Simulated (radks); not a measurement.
These are the eigenvalues of the occupied orbitals of an atom or ion with whole-number occupations (eV). All-electron calculation, Dirac Kohn-Sham, PBE, spin-unpolarised, spherical densities, finite nucleus; Fermi nuclear charge, rms radius of each element as measured or else 0.836 A^(1/3) + 0.57 fm. Program: a radial shooting solver on a logarithmic mesh with Libxc functionals.

1s1/2: -69038.27
2s1/2: -14899.44
2p1/2: -14437.23
2p3/2: -13225.88
3s1/2: -5785.986
3p1/2: -5609.823
3p3/2: -5300.609

Which element is it, and in what charge state? The configuration may be excited. Open shells, if any, fill j = l - 1/2 first.

Answer. Z = 72, hafnium, charge +54: Hf54+ in [Ar]. The list shows which subshells hold electrons but not how many an open one holds; the 1s level, -2537.1 hartree, gives Z - s = 71.2 by -(Z - s)^2/2, which with screening and relativity narrows Z to a few neighbours, and the depths of the outer levels then fix element, charge and occupations together.
